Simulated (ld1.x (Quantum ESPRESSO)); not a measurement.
**gadolinium (Gd) TM semilocal: all-electron and pseudo phase curves**

| Property | Result |
| --- | --- |
| Element | gadolinium (Gd) |
| Generator | ld1.x (Quantum ESPRESSO) 7.5 |
| Type | norm-conserving Troullier–Martins (semilocal form) |
| Functional | PBE |
| Relativity | scalar-relativistic |
| Frozen core | [Kr] 4d10 4f7 |
| Valence charge | 11 |
| Reference configuration | 5s2 5p6 5d1 6s2 6p0 |
| Partial waves | 5s (bound): rc 1.95 bohr; 5d (bound): rc 2.40 bohr; 5p (bound): rc 2.15 bohr |
| Local potential | the p channel |
| Core correction | none |

Occupied shells without a wave of their own: 6s. They enter only through the test configuration that unscreens the potential.

The phase is arctan(r·u′/u) with u = r·R(r), unwrapped; energies in Ry, scanned from -6 to 5 Ry. A pole is an energy at which the radial function vanishes at the test radius. The pseudo phase is shifted by a multiple of π to meet the all-electron one at the reference energy, and phase errors are pseudo minus all-electron; the curves can meet again beyond the range given. Levels narrower than the energy grid can be missing from the lists of poles.

Q: For each channel, where are the poles, and over which energies does the pseudopotential scatter like the atom?

A:

```json
{"channel": "s", "radius (bohr)": "2.61", "reference energy (Ry)": "-3.66", "poles, all-electron": "-3.53, 3.99", "poles, pseudo": "-3.53, 2.46", "unbroken range about the reference energy with phases within 0.05 rad": "below -0.9", "phase error 1 Ry above the reference energy (rad)": "-0.004"}
{"channel": "p", "radius (bohr)": "2.61", "reference energy (Ry)": "-2.00", "poles, all-electron": "-1.68", "poles, pseudo": "-1.68, 4.62", "unbroken range about the reference energy with phases within 0.05 rad": "below 0.5", "phase error 1 Ry above the reference energy (rad)": "-0.004"}
{"channel": "d", "radius (bohr)": "2.61", "reference energy (Ry)": "-0.19", "poles, all-electron": "0.99", "poles, pseudo": "0.98", "unbroken range about the reference energy with phases within 0.05 rad": "below 3.3", "phase error 1 Ry above the reference energy (rad)": "-0.002"}
```

The potential misses its own reference levels by up to 0.6 eV.

Phases in the d channel:

```json
{"E (Ry)": "-6.00", "all-electron": "1.410", "pseudo": "1.409"}
{"E (Ry)": "-5.74", "all-electron": "1.406", "pseudo": "1.406"}
{"E (Ry)": "-5.48", "all-electron": "1.401", "pseudo": "1.401"}
{"E (Ry)": "-5.22", "all-electron": "1.397", "pseudo": "1.397"}
{"E (Ry)": "-4.96", "all-electron": "1.392", "pseudo": "1.392"}
{"E (Ry)": "-4.70", "all-electron": "1.386", "pseudo": "1.386"}
{"E (Ry)": "-4.44", "all-electron": "1.380", "pseudo": "1.380"}
{"E (Ry)": "-4.18", "all-electron": "1.374", "pseudo": "1.374"}
{"E (Ry)": "-3.92", "all-electron": "1.366", "pseudo": "1.366"}
{"E (Ry)": "-3.66", "all-electron": "1.358", "pseudo": "1.358"}
{"E (Ry)": "-3.40", "all-electron": "1.349", "pseudo": "1.348"}
{"E (Ry)": "-3.14", "all-electron": "1.337", "pseudo": "1.337"}
{"E (Ry)": "-2.88", "all-electron": "1.325", "pseudo": "1.325"}
{"E (Ry)": "-2.62", "all-electron": "1.310", "pseudo": "1.309"}
{"E (Ry)": "-2.36", "all-electron": "1.291", "pseudo": "1.291"}
{"E (Ry)": "-2.10", "all-electron": "1.268", "pseudo": "1.268"}
{"E (Ry)": "-1.84", "all-electron": "1.239", "pseudo": "1.238"}
{"E (Ry)": "-1.58", "all-electron": "1.199", "pseudo": "1.198"}
{"E (Ry)": "-1.32", "all-electron": "1.141", "pseudo": "1.140"}
{"E (Ry)": "-1.06", "all-electron": "1.050", "pseudo": "1.049"}
{"E (Ry)": "-0.80", "all-electron": "0.886", "pseudo": "0.885"}
{"E (Ry)": "-0.54", "all-electron": "0.530", "pseudo": "0.529"}
{"E (Ry)": "-0.28", "all-electron": "-0.239", "pseudo": "-0.239"}
{"E (Ry)": "-0.02", "all-electron": "-0.952", "pseudo": "-0.953"}
{"E (Ry)": "0.24", "all-electron": "-1.271", "pseudo": "-1.272"}
{"E (Ry)": "0.50", "all-electron": "-1.425", "pseudo": "-1.426"}
{"E (Ry)": "0.76", "all-electron": "-1.515", "pseudo": "-1.516"}
{"E (Ry)": "1.02", "all-electron": "-1.576", "pseudo": "-1.578"}
{"E (Ry)": "1.28", "all-electron": "-1.623", "pseudo": "-1.626"}
{"E (Ry)": "1.54", "all-electron": "-1.664", "pseudo": "-1.667"}
{"E (Ry)": "1.80", "all-electron": "-1.701", "pseudo": "-1.705"}
{"E (Ry)": "2.06", "all-electron": "-1.738", "pseudo": "-1.744"}
{"E (Ry)": "2.32", "all-electron": "-1.778", "pseudo": "-1.787"}
{"E (Ry)": "2.58", "all-electron": "-1.824", "pseudo": "-1.837"}
{"E (Ry)": "2.84", "all-electron": "-1.881", "pseudo": "-1.902"}
{"E (Ry)": "3.10", "all-electron": "-1.958", "pseudo": "-1.991"}
{"E (Ry)": "3.36", "all-electron": "-2.069", "pseudo": "-2.128"}
{"E (Ry)": "3.62", "all-electron": "-2.247", "pseudo": "-2.363"}
{"E (Ry)": "3.88", "all-electron": "-2.559", "pseudo": "-2.791"}
{"E (Ry)": "4.14", "all-electron": "-3.082", "pseudo": "-3.410"}
{"E (Ry)": "4.40", "all-electron": "-3.653", "pseudo": "-3.902"}
{"E (Ry)": "4.66", "all-electron": "-4.025", "pseudo": "-4.175"}
{"E (Ry)": "4.92", "all-electron": "-4.234", "pseudo": "-4.329"}
```
